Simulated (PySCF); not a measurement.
Here is a job for PySCF.
```python
from pyscf import gto, scf, mcscf
import numpy

mol = gto.M(
    atom='''
Si   -1.65220139    0.42464253    1.03776719
F    -2.55363289   -0.86520562    0.82476247
F    -2.56927324    1.62112510    0.54315493
O    -0.42552575    0.34518978    0.01756315
Si    0.85904466   -0.05107755   -0.88733255
Cl    2.37408838    1.07205851   -0.23750948
Cl    1.23572617   -1.99176739   -0.62773100
H    -1.22908131    0.57371996    2.39796262
H     0.47678978    0.26662796   -2.24672163
''',
    basis='sto-3g',
    verbose=4,
)

mf = scf.RHF(mol)
mf.kernel()
mc = mcscf.CASSCF(mf, 4, 2)
mc.kernel()
occ = numpy.linalg.eigvalsh(mc.fcisolver.make_rdm1(mc.ci, mc.ncas, mc.nelecas))[::-1]
ss = mc.fcisolver.spin_square(mc.ci, mc.ncas, mc.nelecas)[0]
print('natural occupations', occ.round(4), ' <S^2>', round(ss, 4))
```

What nuclear repulsion energy does CASSCF(2,4)/STO-3G run with PySCF give?

651.5742 Eh

Predict the natural occupations of the active orbitals from CASSCF(2,4)/STO-3G.

1.99, 0.01, 0.00, 0.00

What SCF-reference HOMO energy does CASSCF(2,4)/STO-3G give?

-10.21 eV

Estimate the SCF-reference Mulliken (on the basis functions themselves) charges in atom order that CASSCF(2,4)/STO-3G returns for this input.

Si1 1.26, F2 -0.35, F3 -0.35, O4 -0.69, Si5 1.14, Cl6 -0.37, Cl7 -0.37, H8 -0.17, H9 -0.11

Predict the SCF-reference dipole moment from CASSCF(2,4)/STO-3G.

1.28 D

Give the number of basis functions at the level CASSCF(2,4)/STO-3G.

53

Roughly what does it cost on one core?

very roughly 18 core-seconds.
